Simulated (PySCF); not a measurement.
Mapped SMILES: `[N:1]#[C:2][CH2:3][SiH2:4][O:5][C@:6]12[CH2:7][C@H:8]1[CH2:9]2` (H(Xn): hydrogen on atom n). Ha(C9) is cis to C7 on the ring; Ha(C7) is cis to C9 on the ring; Hb(C9) is trans to C7 on the ring; Hb(C7) is trans to C9 on the ring.

- GFN2-xTB geometry
- shielding tensors at PBE0/pcSseg-1 (GIAO)
- code: PySCF 2.14
- equivalent nuclei averaged, single conformer, non-relativistic, in vacuum

Scale: TMS for 13C (σ = 186.93 ppm), 1H (σ = 31.72 ppm), 29Si (σ = 349.16 ppm); 15N (σ = 267.73 ppm) vs NH3; 17O (σ = 336.08 ppm) vs H2O (reference shieldings calculated alike).

| atoms | nucleus | count | δ (ppm) |
| --- | --- | --- | --- |
| C8 | 13C | 1 | ? |
| Hb(C7)/Hb(C9) | 1H | 2 | 1.95 |
| H(Si4) | 1H | 2 | 4.88 |
| Ha(C7)/Ha(C9) | 1H | 2 | 0.84 |
| N1 | 15N | 1 | 297.2 |
| H(C8) | 1H | 1 | 1.97 |
| Si4 | 29Si | 1 | ? |
| C7/C9 | 13C | 2 | 35.4 |
| C3 | 13C | 1 | ? |
| O5 | 17O | 1 | 13.0 |
| H(C3) | 1H | 2 | 1.95 |
| C6 | 13C | 1 | ? |
| C2 | 13C | 1 | 119.6 |

Question: Fill in the missing shifts.

Answer: 
- C6: 53.9 ppm, three-membered-ring carbon; pulled downfield by the heteroatom
- C8: 3.9 ppm, three-membered-ring carbon; carbons of three-membered rings are unusually shielded
- C3: 0.4 ppm, sp3 CH2 bonded to Si, α to a nitrile; an electropositive neighbour leaves it electron-rich and shielded
- Si4: -23.1 ppm, silicon bonded to C, O, 2 H

Shifts are as computed. Against solution values, carbons near 30 ppm lie about +3 ppm off and those near 130 ppm about +5 ppm. Of 1309 compounds with measured shifts, 239 miss one by over three times the rms of a fit or turn the order of signals round; such compounds aren't used in these exercises. Experimental scales use liquid or dissolved standards, which lie at an offset from isolated NH3 (liquid NH3: subtract about 20 ppm) and H2O (liquid H2O: subtract about 36 ppm). Unscaled 15N shifts of sp2 nitrogen come out 20 to 40 ppm too high even then.
